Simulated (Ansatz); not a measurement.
Spectroscopic constants of CoS, multiplicity 4 (the spin of the measured ground state). No spin–orbit coupling. Co is treated without relativity.

D_e counts from the fitted minimum to each atom's lowest state at the same level, without counterpoise.

Programs: Ansatz (a program for electronic structure). Each number belongs to the level named beside it.

| level | bond energy D_e (eV) |
|---|---|
| SVWN5/def2-TZVPP | 5.174 |
| PBE/def2-TZVPP | 4.213 |
| r2SCAN/def2-TZVPP | 3.888 |
| B97M-V/def2-TZVPP | ? |
| B3LYP/def2-TZVPP | 3.374 |
| PBE0/def2-TZVPP | 3.401 |
| BHLYP/def2-TZVPP | ? |

### Question
What belongs in the gaps?

### Answer

- B97M-V/def2-TZVPP, bond energy D_e (eV): 3.672
- BHLYP/def2-TZVPP, bond energy D_e (eV): 2.184
